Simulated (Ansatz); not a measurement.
`CC(C)[Si]C(C)C` from Hartree–Fock to CCSD(T)

Z-matrix (Å, degrees):
```
C
C 1 1.536
H 1 1.098 2 111.9
H 1 1.092 2 112.4 3 -121.2
H 1 1.095 2 110.6 3 118.3
Si 2 1.910 1 103.9 3 50.3
C 2 1.524 1 111.0 3 -70.5
H 2 1.095 1 108.6 3 169.2
C 6 1.914 2 102.3 1 73.4
H 7 1.095 2 111.2 1 61.3
H 7 1.096 2 111.3 1 -58.5
H 7 1.093 2 111.9 1 -179.0
C 9 1.528 6 111.1 2 165.2
C 9 1.523 6 119.5 2 33.3
H 9 1.110 6 98.2 2 -82.9
H 13 1.095 9 110.9 6 -74.2
H 13 1.093 9 111.9 6 45.4
H 13 1.095 9 111.5 6 166.5
H 14 1.096 9 111.1 6 -176.5
H 14 1.095 9 111.1 6 64.6
H 14 1.092 9 112.5 6 -56.0
```

Total charge 0; spin multiplicity 1. The structure was optimised at the PBE0-D4/def2-TZVP level. It is one conformer, not always the lowest. Frozen core, restricted reference, the Gaussian-basis code of Ansatz. CBS rows extrapolate triple and quadruple zeta; past MP2 they add the triple-zeta difference.

```tsv
basis	HF (Eh)	MP2 corr.	CCSD corr.	(T)	CCSD(T) total
def2-SVP	?	-0.95587	?	-0.03331	?
def2-TZVPP	-524.32527	-1.16899	-1.25041	-0.05163	-525.62731
def2-QZVPP	-524.34496	-1.24199	–	–	–
CBS(def2)	?	?	-1.37747	as TZ	?
```

**Question.** Fill in the withheld values. (Estimate.)

**Answer.** Computed: def2-SVP HF (Eh): -523.97101; def2-SVP CCSD corr.: -1.05325; def2-SVP CCSD(T) total: -525.05757; CBS(def2) HF (Eh): -524.34767; CBS(def2) MP2 corr.: -1.29606; CBS(def2) CCSD(T) total: -525.77677.
